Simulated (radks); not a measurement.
The numbers below are computed, except where a source is named.
Excited configurations of Eu I: one electron is placed in a higher orbital outside [Xe] 4f7 6s1. The ground configuration is [Xe] 4f7 6s2. Level of theory: scalar-relativistic Kohn-Sham, PBE, spin-unpolarised, spherical densities, finite nucleus; Fermi nuclear charge, rms radius 5.1115 fm (a radial shooting solver on a logarithmic mesh with Libxc functionals). Excitation = E - E(ground); binding = E(ion) - E, where the ion is the core of charge +1; n* = 1/sqrt(2 binding) in atomic units, and the quantum defect is n - n*.

| outer orbital | excitation (eV) | binding (eV) | n* | eigenvalue (eV) | <r> (bohr) |
|---|---|---|---|---|---|
| 5d | 2.160 | 3.858 | 1.878 | -1.067 | 3.775 |
| 5f | 5.089 | 0.930 | 3.826 | -0.428 | 16.80 |
| 6p | 2.497 | 3.521 | 1.966 | -1.786 | 5.749 |
| 6d | 4.538 | 1.481 | 3.031 | -0.719 | 11.58 |
| 6f | 5.366 | 0.653 | 4.566 | -0.367 | 28.31 |
| 7s | 3.882 | 2.137 | 2.523 | -1.271 | 10.17 |
| 7p | 4.444 | 1.575 | 2.939 | -0.917 | 13.06 |
| 7d | 5.090 | 0.928 | 3.828 | -0.532 | 21.33 |
| 7f | 5.541 | 0.477 | 5.339 | -0.292 | 42.16 |

The Delta-SCF ionisation energy is 6.019 eV (NIST Atomic Spectra Database: 5.670 eV, measured). Self-interaction in the functional shifts the binding energies and quantum defects, so they are the method's values and not measured ones. Spin polarisation and multiplet splitting are left out, so open shells lie too high by an amount that depends on their filling. Spin-orbit splitting is averaged out at the scalar-relativistic level.

Beside tabulated values, note that spin-unpolarised runs miss the spin-polarisation part of the exchange energy of open shells.
